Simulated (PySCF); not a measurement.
**Working out the ionisation energy of Mn**

Mn [Ar] 3d5 4s2 (6S) → Mn+ [Ar] 3d5 4s1 (7S). All numbers are calculated (PySCF 2.14, scalar relativity by spin-free X2C-1e, in ANO-RCC-VTZP (6s5p3d2f1g, 59 functions)). Frozen: [Ne]. Energies in hartree (1 hartree = 27.21139 eV):

```csv
part,Mn (lower),Mn+ (upper)
UHF,-1157.383382,-1157.162046
CCSD correlation,-0.471953,-0.428417
(T),-0.012249,-0.007988
```

Task: What does Hartree-Fock give?

Result: (-1157.162046) − (-1157.383382) = 0.221336 hartree = 6.023 eV.

Task: What do CCSD and CCSD(T) give?

Result: The CCSD correlation energies differ by 0.043536 hartree = 1.185 eV and the triples by 0.004261 hartree = 0.116 eV, so CCSD gives 7.208 eV and CCSD(T) 7.324 eV.

Measured between the centres of the two terms (NIST): 7.434 eV, so CCSD(T) (valence and next inner shell) is off by -0.110 eV.

What remains against the reference includes basis incompleteness, the frozen core and higher excitations.
